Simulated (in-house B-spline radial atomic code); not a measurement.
Results of a calculation; reference values are marked as such.
## Making a Troullier-Martins d channel for Ag, r_c = 0.77 bohr

Ag, [Kr] 4d10 5s1, non-relativistic PBE, spherical and spin-unpolarised, from a B-spline radial code for spherical atoms (atomic units). The all-electron 4d level is ε = -0.290666 hartree, its outermost node lies just inside 0.44 bohr and its outer maximum at 1.03 bohr.

Inside r_c the pseudo-orbital is u(r) = r^3 exp(p(r)), with p = c0 + c2 r² + c4 r⁴ + … + c12 r¹². The seven coefficients follow from p and its first four derivatives at r_c, from zero curvature of the screened potential at the origin, c4 = −c2²/(2l + 5), and from the norm inside r_c. At r_c the all-electron orbital has P = 0.772008, P' = 1.157206, the screened potential V = -9.395415, V' = 27.37573, V'' = -95.82148, and the norm inside is Q = 0.1238804.

(1) What are p, p' and p'' at r_c?

For a trial c2 the five matching conditions are linear in c0, c6, c8, c10 and c12, and c2 is varied until the norm inside r_c equals Q. The root nearest zero gives:

| n | c_n |
| --- | --- |
| 0 | 3.251254 |
| 2 | -10.37417 |
| 4 | -11.95817 |
| 6 | 152.9187 |
| 8 | -366.7391 |
| 10 | 370.6964 |
| 12 | -140.0456 |

(2) Check c4 and p(r_c), and find the screened pseudopotential at the origin.

Orbitals and screened potentials:

```
r (bohr)         P        u  V all-electron  V pseudo
   0.077   -0.1347  0.01108          -440.8    -72.71
   0.192   -0.4398   0.1235          -121.9    -66.45
   0.308   -0.3461   0.2809          -56.24    -44.48
   0.424  -0.01955   0.3664          -31.63    -17.33
   0.539    0.3231   0.4466          -19.83    -3.035
   0.654     0.593   0.6023           -13.3    -6.183
    0.77     0.772    0.772          -9.395    -9.395
```

Logarithmic derivatives P'/P at R = 1.07 bohr, for energies E around ε:

```json
{"E − ε (hartree)": "-0.5", "all-electron": "0.291473", "pseudo": "0.289297"}
{"E − ε (hartree)": "-0.25", "all-electron": "0.0956741", "pseudo": "0.0950426"}
{"E − ε (hartree)": "-0.1", "all-electron": "-0.0279757", "pseudo": "-0.0281125"}
{"E − ε (hartree)": "0", "all-electron": "-0.113204", "pseudo": "-0.113239"}
{"E − ε (hartree)": "0.1", "all-electron": "-0.200806", "pseudo": "-0.200955"}
{"E − ε (hartree)": "0.25", "all-electron": "-0.336947", "pseudo": "-0.337743"}
{"E − ε (hartree)": "0.5", "all-electron": "-0.577694", "pseudo": "-0.581175"}
```

(3) With P(R) = 0.9001774 and a norm of 0.3500371 inside R, what slope in energy does norm conservation fix?

Results:

(1) p = ln(P/r_c^3) = ln(0.772008/0.456533) = 0.52533. p' = P'/P − 3/r_c = 1.49896 − 3.89610 = -2.39715. The radial equation gives p'' = 2(V − ε) − 2(3) p'/r_c − p'² = -18.20950 − (-18.67907) − 5.74631 = -5.27674. Differentiating, p''' = 2V' + 2(3)p'/r_c² − 2(3)p''/r_c − 2p'p'' = 46.312, and p'''' = 2V'' − 4(3)p'/r_c³ + 4(3)p''/r_c² − 2(3)p'''/r_c − 2p''² − 2p'p''' = -429.96.

(2) −c2²/9 = -11.9582, as listed. The terms c_n r_c^n are 3.25125, -6.15085, -4.20366, 31.87169, -45.31928, 27.15974, -6.08357, which sum to 0.52533. Inverting the radial equation, V_l(r) = ε + 3 p'/r + (p'' + p'²)/2, so V_l(0) = ε + (2l + 3) c2 = -0.290666 + 7 × (-10.3742) = -72.9099 hartree, finite where the all-electron potential diverges.

(3) d(P'/P)/dE = −2 × (norm inside R)/P(R)² = -0.8639 per hartree·bohr at E = ε, for both atoms, since orbital and norm agree at R. Differences over ±0.1 hartree give -0.8642 (all-electron) and -0.8642 (pseudo), which also hold third-order terms. Half a hartree below ε the two curves differ by -0.0022.
